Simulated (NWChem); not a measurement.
System: BiHF2; SMILES [F][BiH][F]

Input file for NWChem:

```
start job
memory heap 200 mb stack 900 mb global 1100 mb
geometry units angstroms noautoz
  Bi    -0.194272     0.009933     0.000000
  H     -0.303830    -1.802786     0.000000
  F      1.156969     0.046359     1.513813
  F      1.156969     0.046359    -1.513813
end
basis spherical
  Bi library def2-svp
  H library def2-svp
  F library def2-svp
end
ecp
  Bi library def2-ecp
end
dft
  xc xtpss03 ctpss03
  iterations 150
  mulliken
end
task dft energy
```

Parts of the log:

```
             Northwest Computational Chemistry Package (NWChem) 7.3.0
             --------------------------------------------------------

 CS  symmetry detected

                             Geometry "geometry" -> ""
                             -------------------------

 Output coordinates in angstroms (scale by  1.889725989 to convert to a.u.)

  No.       Tag          Charge          X              Y              Z
 ---- ---------------- ---------- -------------- -------------- --------------
    1 Bi                  83.0000    -0.23675918     0.02057003     0.00000000
    2 H                    1.0000    -0.41675584    -1.78651445     0.00000000
    3 F                    9.0000     1.11487599     0.00440009    -1.51381300
    4 F                    9.0000     1.11487599     0.00440009     1.51381300

 Effective nuclear repulsion energy (a.u.)     431.2962649112

      Symmetry information
      --------------------

 Group name             Cs
 Group number              2
 Group order               2
 No. of unique centers     3

                                 NWChem DFT Module
                                 -----------------

 Summary of "ao basis" -> "ao basis" (spherical)
 ------------------------------------------------------------------------------
       Tag                 Description            Shells   Functions and Types
 ---------------- ------------------------------  ------  ---------------------
 Bi                         def2-svp                10       26   4s4p2d
 H                          def2-svp                 3        5   2s1p
 F                          def2-svp                 6       14   3s2p1d

      Symmetry analysis of basis
      --------------------------

        a'         36
        a"         23

            General Information
            -------------------
          SCF calculation type: DFT
          Wavefunction type:  closed shell.
          No. of atoms     :     4
          No. of electrons :    42
           Alpha electrons :    21
            Beta electrons :    21
          Charge           :     0
          Spin multiplicity:     1
          Use of symmetry is: on ; symmetry adaption is: on
          Maximum number of iterations: 150
          AO basis - number of functions:    59
                     number of shells:    25
          Convergence on energy requested:  1.00D-06
          Convergence on density requested:  1.00D-05
          Convergence on gradient requested:  5.00D-04

              XC Information
              --------------
                  TPSS metaGGA Exchange Functional  1.000
             TPSS03 metaGGA Correlation Functional  1.000

             Grid Information
             ----------------
          Grid used for XC integration:  medium
          Radial quadrature: Mura-Knowles
          Angular quadrature: Lebedev.
          Tag              B.-S. Rad. Rad. Pts. Rad. Cut. Ang. Pts.
          ---              ---------- --------- --------- ---------
          Bi                  1.60      123           8.0       590
          H                   0.35       45           8.0       434
          F                   0.50       49           8.0       434
          Grid pruning is: on
          Number of quadrature shells:   217
          Spatial weights used:  Erf1

      Superposition of Atomic Density Guess
      -------------------------------------

 Sum of atomic energies:        -444.50331437

      Non-variational initial energy
      ------------------------------

 Total energy =    -412.409890
 1-e energy   =    -915.331667
 2-e energy   =     370.713266
 HOMO         =      -0.304171
 LUMO         =      -0.020624

      Symmetry analysis of molecular orbitals - initial
      -------------------------------------------------

  Numbering of irreducible representations:

     1 a'          2 a"

  Orbital symmetries:

     1 a'          2 a"          3 a'          4 a'          5 a"
     6 a'          7 a'          8 a"          9 a'         10 a"
    11 a'         12 a'         13 a"         14 a'         15 a"
    16 a'         17 a'         18 a"         19 a"         20 a'
    21 a'         22 a"         23 a'         24 a'         25 a'
    26 a'         27 a"         28 a'         29 a'         30 a"
    31 a'

     ---------------------------------------------
      Total Density - Mulliken Population Analysis
     ---------------------------------------------

    Atom       Charge   Shell Charges
 -----------   ------   -------------------------------------------------------
    1 Bi  23    21.35   2.92 -0.87  1.19  0.65  4.71  1.26  0.85  0.55  9.76  0.32
    2 H    1     1.15   0.65  0.49  0.01
    3 F    9     9.75   1.99  1.15  0.82  3.55  2.24  0.00
    4 F    9     9.75   1.99  1.15  0.82  3.55  2.24  0.00

   convergence    iter        energy       DeltaE   RMS-Dens  Diis-err
 ---------------- ----- ----------------- --------- --------- ---------
 d= 0,ls=0.0,diis     1   -414.5785336755 -5.47D+02  5.74D-02  1.06D+00
 d= 0,ls=0.0,diis     2   -413.1050353066  1.47D+00  4.00D-02  1.53D+01
 d= 0,ls=0.0,diis     3   -414.7247705807 -1.62D+00  3.97D-03  3.69D-02
 d= 0,ls=0.0,diis     4   -414.7280488327 -3.28D-03  1.71D-03  5.56D-03
 d= 0,ls=0.0,diis     5   -414.7289062100 -8.57D-04  3.87D-04  2.14D-04
  Resetting Diis
 d= 0,ls=0.0,diis     6   -414.7289419198 -3.57D-05  1.18D-04  2.38D-05
 d= 0,ls=0.0,diis     7   -414.7289468886 -4.97D-06  3.50D-05  5.51D-07
 d= 0,ls=0.0,diis     8   -414.7289465923  2.96D-07  1.93D-05  3.52D-06
 d= 0,ls=0.0,diis     9   -414.7289469783 -3.86D-07  4.89D-06  2.69D-08

         Total DFT energy =     -414.728946978282
      One electron energy =     -916.694787945005
           Coulomb energy =      408.213147838976
    Exchange-Corr. energy =      -38.455818215806
 Nuclear repulsion energy =      132.208511343553

 Numeric. integr. density =       41.999988323877

                  Occupations of the irreducible representations
                  ----------------------------------------------

                     irrep           alpha         beta
                     --------     --------     --------
                     a'               13.0         13.0
                     a"                8.0          8.0

                       DFT Final Molecular Orbital Analysis
                       ------------------------------------

 Vector   19  Occ=2.000000D+00  E=-3.053666D-01  Symmetry=a"
              MO Center=  1.1D+00,  1.6D-04, -2.1D-12, r^2= 2.7D+00
   Bfn.  Coefficient  Atom+Function         Bfn.  Coefficient  Atom+Function
  ----- ------------  ---------------      ----- ------------  ---------------
    36      0.460584  3 F  py                50     -0.460584  4 F  py
    39     -0.331821  3 F  py                53      0.331821  4 F  py
    18     -0.082986  1 Bi d -1              23      0.070434  1 Bi d -1
    37      0.062328  3 F  pz                51      0.062328  4 F  pz
    40     -0.045323  3 F  pz                54     -0.045323  4 F  pz

 Vector   20  Occ=2.000000D+00  E=-3.038009D-01  Symmetry=a"
              MO Center=  1.1D+00,  9.2D-03, -1.6D-10, r^2= 2.8D+00
   Bfn.  Coefficient  Atom+Function         Bfn.  Coefficient  Atom+Function
  ----- ------------  ---------------      ----- ------------  ---------------
    37      0.395799  3 F  pz                51      0.395799  4 F  pz
    40     -0.287984  3 F  pz                54     -0.287984  4 F  pz
    35      0.241972  3 F  px                49     -0.241972  4 F  px
    38     -0.170057  3 F  px                52      0.170057  4 F  px
    16     -0.097153  1 Bi pz                36     -0.073637  3 F  py

 Vector   21  Occ=2.000000D+00  E=-2.591796D-01  Symmetry=a'
              MO Center=  1.2D-01, -4.3D-01,  7.3D-14, r^2= 3.4D+00
   Bfn.  Coefficient  Atom+Function         Bfn.  Coefficient  Atom+Function
  ----- ------------  ---------------      ----- ------------  ---------------
    27     -0.329234  2 H  s                 12      0.314836  1 Bi py
    28     -0.307343  2 H  s                 36      0.281121  3 F  py
    50      0.281121  4 F  py                 4      0.274085  1 Bi s
     3      0.254975  1 Bi s                 39     -0.205133  3 F  py
    53     -0.205133  4 F  py                 1     -0.187462  1 Bi s

 Vector   22  Occ=0.000000D+00  E=-7.987862D-02  Symmetry=a"
              MO Center= -3.1D-01,  2.5D-03,  2.8D-15, r^2= 3.4D+00
   Bfn.  Coefficient  Atom+Function         Bfn.  Coefficient  Atom+Function
  ----- ------------  ---------------      ----- ------------  ---------------
    16      0.670769  1 Bi pz                13      0.515629  1 Bi pz
     7     -0.250676  1 Bi pz                35      0.216302  3 F  px
    49     -0.216302  4 F  px                34      0.185926  3 F  s
    48     -0.185926  4 F  s                 38     -0.178001  3 F  px
    52      0.178001  4 F  px                20     -0.163080  1 Bi d  1

 Vector   23  Occ=0.000000D+00  E=-7.380202D-02  Symmetry=a'
              MO Center= -1.4D-01,  5.3D-02, -1.9D-14, r^2= 3.4D+00
   Bfn.  Coefficient  Atom+Function         Bfn.  Coefficient  Atom+Function
  ----- ------------  ---------------      ----- ------------  ---------------
    14      0.644638  1 Bi px                11      0.482603  1 Bi px
     3      0.384987  1 Bi s                  5     -0.233468  1 Bi px
    37      0.230507  3 F  pz                51     -0.230507  4 F  pz
    15      0.225344  1 Bi py                28      0.211832  2 H  s
    40     -0.195289  3 F  pz                54      0.195289  4 F  pz

[...]
```

Level: TPSS/def2-SVP with def2 effective core potentials on Bi. The geometry was optimised at PBE0/def2-SVP. def2 effective core potentials on Bi; no spin-orbit coupling.
